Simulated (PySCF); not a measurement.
`C[C@H](F)[Si]1(O)CCC1`, C₅H₁₁FOSi

Geometry:
| atom | x (Å) | y (Å) | z (Å) |
| --- | --- | --- | --- |
| C1 | -2.032 | 0.487 | 1.154 |
| C2 | -1.717 | -0.488 | 0.036 |
| F3 | -2.229 | -1.747 | 0.374 |
| Si4 | 0.159 | -0.736 | -0.339 |
| O5 | 0.353 | -2.177 | -1.068 |
| C6 | 1.100 | 0.701 | -1.161 |
| C7 | 1.822 | 1.013 | 0.167 |
| C8 | 1.402 | -0.208 | 1.012 |
| H9 | -1.573 | 0.153 | 2.081 |
| H10 | -3.107 | 0.564 | 1.308 |
| H11 | -1.637 | 1.464 | 0.896 |
| H12 | -2.266 | -0.209 | -0.871 |
| H13 | -0.235 | -2.905 | -0.873 |
| H14 | 1.792 | 0.371 | -1.930 |
| H15 | 0.541 | 1.541 | -1.564 |
| H16 | 2.900 | 1.102 | 0.052 |
| H17 | 1.451 | 1.938 | 0.606 |
| H18 | 1.045 | 0.054 | 2.004 |
| H19 | 2.223 | -0.910 | 1.139 |

Theory: GIAO PBE/pcSseg-1 magnetisability, rotational g tensor and spin-rotation constants, non-relativistic, gas phase (PySCF). Geometry: GFN2-xTB.

**Question.** Give the nuclear spin-rotation constants along the inertial axes (H = +C I·J) beside the isotropic shieldings.

**Answer.** Rotational constants 2.4091, 1.3042, 1.0289 GHz. A star marks the isotopologue with that one atom substituted, in its own axes.
| atom | isotope | Caa (kHz) | Cbb (kHz) | Ccc (kHz) | mean (kHz) | σ (ppm) |
| --- | --- | --- | --- | --- | --- | --- |
| F3 | 19F | 1.225 | 0.190 | 0.447 | 0.620 | 408.7 |
| H9 | 1H | -0.277 | -0.133 | 0.023 | -0.129 | 30.1 |
| H10 | 1H | 0.018 | -0.110 | -0.114 | -0.069 | 29.8 |
| H11 | 1H | -0.122 | -0.088 | -0.092 | -0.101 | 30.7 |
| H12 | 1H | -0.201 | -0.139 | 0.058 | -0.094 | 26.7 |
| H13 | 1H | -0.053 | -0.107 | -0.114 | -0.092 | 28.8 |
| H14 | 1H | -0.123 | -0.033 | -0.111 | -0.089 | 29.7 |
| H15 | 1H | -0.255 | -0.092 | -0.015 | -0.120 | 30.1 |
| H16 | 1H | 0.075 | -0.132 | -0.113 | -0.057 | 29.7 |
| H17 | 1H | -0.252 | 0.046 | -0.122 | -0.109 | 30.1 |
| H18 | 1H | -0.227 | -0.030 | -0.071 | -0.109 | 29.8 |
| H19 | 1H | -0.198 | -0.071 | -0.050 | -0.107 | 29.8 |
| C1 | 13C* | 0.380 | 0.178 | 0.160 | 0.239 | 163.0 |
| C2 | 13C* | 0.573 | 0.364 | 0.274 | 0.404 | 89.5 |
| Si4 | 29Si* | -1.749 | -0.799 | -0.683 | -1.077 | 322.7 |
| O5 | 17O* | -0.227 | -0.137 | -0.075 | -0.146 | 285.6 |
| C6 | 13C* | 0.399 | 0.217 | 0.146 | 0.254 | 158.5 |
| C7 | 13C* | 0.364 | 0.195 | 0.138 | 0.232 | 166.5 |
| C8 | 13C* | 0.390 | 0.221 | 0.146 | 0.253 | 158.6 |

For the geometry as given, no vibrational averaging.

**Question.** How do the rotational constants and the g tensor change when H9, H10, H11, H12, H13, H14, H15, H16, H17, H18, H19 are replaced by deuterium?

**Answer.** Constants 1.9913, 1.1317, 0.9015 GHz; g -0.0156, -0.0104, -0.0053, against -0.0186, -0.0121, -0.0061 before.
